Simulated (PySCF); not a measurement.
## Calculated data, BH$_{3}$NOSi, B$_{2}$H$_{3}$O$_{2}$, F$_{2}$H$_{2}$NSi

Computed with PySCF 2.14.0. Calculation on a computer-drawn molecule: optimised geometry and harmonic frequencies of an isolated molecule of the commonest isotopes, restricted reference for singlets and unrestricted otherwise, frozen core in MP2.

Common to all runs: charge -1; multiplicity 1; method MP2.

```json
{"entry": 1, "formula": "BH3NOSi", "start_structure": {"atoms_angstrom": [["N", -3.3827, 1.1159, -0.5376], ["Si", -3.8548, -0.5873, -0.9793], ["B", -2.3389, -1.7199, -0.0989], ["O", -1.5264, -2.4075, 0.4752], ["H", -2.4117, 1.3565, -0.4768], ["H", -3.8477, 1.4697, 0.2753], ["H", -3.2352, -0.6743, -2.3718]]}, "given": {"basis": "aug-cc-pV(D+d)Z", "drawn_bonds_atom": [1, 2, 3, 1, 1, 2], "drawn_bonds_other_atom": [2, 3, 4, 5, 6, 7], "drawn_bonds_order": [1, 1, 2, 1, 1, 1]}, "results": {"optimised_atom_element": ["N", "Si", "B", "O", "H", "H", "H"], "optimised_atom_x [angstrom]": [-3.387, -3.865, -2.346, -1.517, -2.391, -3.849, -3.242], "optimised_atom_y [angstrom]": [1.142, -0.601, -1.7, -2.4, 1.337, 1.462, -0.686], "optimised_atom_z [angstrom]": [-0.562, -0.9823, -0.122, 0.4898, -0.4501, 0.2889, -2.376], "modes_frequency [cm^-1]": [125.0, 216.9, 306.1, 391.8, 452.6, 545.9, 643.4, 679.7, 778.8, 923.8, 1556, 1753, 2006, 3503, 3611], "modes_reduced_mass [dalton]": [5.518, 1.325, 2.507, 7.444, 7.659, 2.089, 1.407, 1.928, 1.107, 1.158, 1.093, 12.35, 1.04, 1.05, 1.092], "rotational_constants [GHz]": [14.39, 2.914, 2.502], "total_energy [hartree]": -445.3418, "convergence_status_largest_gradient_component [hartree/bohr]": 4.243e-05}}
{"entry": 2, "formula": "B2H3O2", "start_structure": {"atoms_angstrom": [["O", -2.2036, -1.968, -3.4827], ["B", -1.1904, -2.2969, -2.9063], ["B", 0.2854, -2.8071, -2.0896], ["O", 1.1101, -1.654, -1.6128], ["H", 0.8996, -3.5335, -2.8975], ["H", -0.0598, -3.492, -1.1211], ["H", 1.4858, -1.2027, -2.3467]]}, "given": {"basis": "aug-cc-pVDZ", "drawn_bonds_atom": [1, 2, 3, 3, 3, 4], "drawn_bonds_other_atom": [2, 3, 4, 5, 6, 7], "drawn_bonds_order": [2, 1, 1, 1, 1, 1]}, "results": {"optimised_atom_element": ["O", "B", "B", "O", "H", "H", "H"], "optimised_atom_x [angstrom]": [-2.203, -1.172, 0.2841, 1.13, 0.8999, -0.05569, 1.443], "optimised_atom_y [angstrom]": [-1.936, -2.306, -2.828, -1.653, -3.56, -3.501, -1.17], "optimised_atom_z [angstrom]": [-3.493, -2.902, -2.092, -1.595, -2.891, -1.114, -2.369], "modes_frequency [cm^-1]": [154.7, 222.8, 293.5, 473.8, 630.5, 744.4, 842.9, 919.3, 1088, 1131, 1171, 1782, 2302, 2390, 3854], "modes_reduced_mass [dalton]": [4.562, 1.36, 2.14, 7.986, 4.894, 1.814, 5.492, 1.094, 1.297, 1.219, 1.103, 12.27, 1.075, 1.084, 1.066], "rotational_constants [GHz]": [28.86, 3.586, 3.301], "total_energy [hartree]": -201.5650, "convergence_status_largest_gradient_component [hartree/bohr]": 2.287e-05}}
{"entry": 3, "formula": "F2H2NSi", "start_structure": {"atoms_angstrom": [["N", 1.1868, -0.4264, 0.0026], ["Si", 1.4551, -2.1764, 0.2992], ["F", 2.6018, -2.3952, -0.906], ["F", 2.5979, -2.0997, 1.5435], ["H", 0.4457, -0.0277, 0.5482], ["H", 2.0009, 0.1593, 0.0896]]}, "given": {"basis": "aug-cc-pV(D+d)Z", "drawn_bonds_atom": [1, 2, 2, 1, 1], "drawn_bonds_other_atom": [2, 3, 4, 5, 6], "drawn_bonds_order": [1, 1, 1, 1, 1]}, "results": {"optimised_atom_element": ["N", "Si", "F", "F", "H", "H"], "optimised_atom_x [angstrom]": [1.168, 1.442, 2.622, 2.601, 0.4457, 2.01], "optimised_atom_y [angstrom]": [-0.4176, -2.19, -2.396, -2.103, -0.01859, 0.1589], "optimised_atom_z [angstrom]": [-0.02479, 0.2976, -0.9339, 1.583, 0.5775, 0.07802], "modes_frequency [cm^-1]": [159.9, 244.9, 311.2, 344.6, 528.1, 624.8, 651.8, 660.9, 839.6, 1530, 3462, 3595], "modes_reduced_mass [dalton]": [1.554, 3.343, 3.267, 4.417, 1.707, 15.69, 7.133, 5.058, 1.302, 1.103, 1.051, 1.089], "rotational_constants [GHz]": [6.57, 6.187, 3.993], "total_energy [hartree]": -544.3219, "convergence_status_largest_gradient_component [hartree/bohr]": 3.446e-05}}
```
